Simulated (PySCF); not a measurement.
Computed shifts of a molecule C3H8O2Si, PBE0/pcSseg-1 in PySCF, GIAO, gas phase, equivalent atoms averaged, in ppm (number of nuclei): ¹³C: 72.4 (1), 70.3 (1), 57.4 (1). ²⁹Si: 6.5 (1). ¹H: 5.38 (1), 4.85 (1), 4.64 (1), 4.63 (1), 4.43 (1), 4.28 (1), 3.94 (1), -0.68 (1). References: ¹⁷O against H2O (σ = 334.2 ppm); ¹³C against TMS (σ = 186.3 ppm); ²⁹Si against TMS (σ = 352.7 ppm); ¹H against TMS (σ = 31.56 ppm), references at their B3LYP-D3(BJ)/def2-TZVP geometries, non-relativistic. Geometry optimised at r2SCAN-D4/def2-SVP. The values are those of a single conformer.

Which molecule gave these data?
A) C[C@H]1O[Si@@H](C)O1
B) OC[SiH]1COC1
C) O[SiH2]OC1CC1
D) O[C@H]1C[C@@]1(O)[SiH3]

B, OC[SiH]1COC1
